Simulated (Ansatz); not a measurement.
Basis sets compared for `CN(C)c1ccc(-c2ncccn2)nc1`. Total charge 0; singlet. Geometry PBE-D4/def2-SVP. Ansatz on 6 threads of Intel Xeon 6975P-C on a shared host; times are rough, and most runs start from earlier orbitals.

| atom | x (Å) | y (Å) | z (Å) |
| --- | --- | --- | --- |
| C1 | 2.771 | -2.971 | -0.083 |
| N2 | 1.938 | -2.241 | -1.018 |
| C3 | 2.024 | -2.522 | -2.438 |
| C4 | 1.093 | -1.257 | -0.557 |
| C5 | 0.990 | -0.927 | 0.822 |
| C6 | 0.110 | 0.075 | 1.222 |
| C7 | -0.667 | 0.754 | 0.258 |
| C8 | -1.612 | 1.822 | 0.672 |
| N9 | -1.679 | 2.092 | 1.998 |
| C10 | -2.527 | 3.050 | 2.381 |
| C11 | -3.324 | 3.759 | 1.469 |
| C12 | -3.175 | 3.397 | 0.121 |
| N13 | -2.333 | 2.443 | -0.287 |
| N14 | -0.574 | 0.455 | -1.053 |
| C15 | 0.263 | -0.498 | -1.444 |
| H16 | 3.481 | -2.305 | 0.460 |
| H17 | 3.365 | -3.725 | -0.631 |
| H18 | 2.165 | -3.508 | 0.683 |
| H19 | 1.044 | -2.837 | -2.862 |
| H20 | 2.744 | -3.344 | -2.606 |
| H21 | 2.371 | -1.639 | -3.023 |
| H22 | 1.592 | -1.451 | 1.576 |
| H23 | 0.003 | 0.354 | 2.279 |
| H24 | -2.575 | 3.266 | 3.465 |
| H25 | -4.020 | 4.547 | 1.791 |
| H26 | -3.763 | 3.905 | -0.667 |
| H27 | 0.293 | -0.695 | -2.529 |

Binding counts from free atoms (C triplet, N quartet, H doublet) in the same basis, without a counterpoise term.

```tsv
level	functions	energy (Eh)	HOMO (eV)	LUMO (eV)	binding per atom (eV)	wall time
PBE-D4/def2-SVP	270	-644.1671	-4.76	-1.99	5.09	1.9 s
PBE0-D4/def2-SVP	270	-644.2034	-5.68	-1.24	4.96	3.4 s
```

Q: Estimate the rows for PBE-D4/def2-TZVP (with forces), PBE0-D4/def2-TZVP (with forces).

A: 
| level | functions | energy (Eh) | HOMO (eV) | LUMO (eV) | binding per atom (eV) | wall time |
| --- | --- | --- | --- | --- | --- | --- |
| PBE-D4/def2-TZVP (with forces) | 537 | -644.8541 | -4.85 | -2.10 | 5.01 | 6 s |
| PBE0-D4/def2-TZVP (with forces) | 537 | -644.8842 | -5.72 | -1.31 | 4.88 | 17 s |
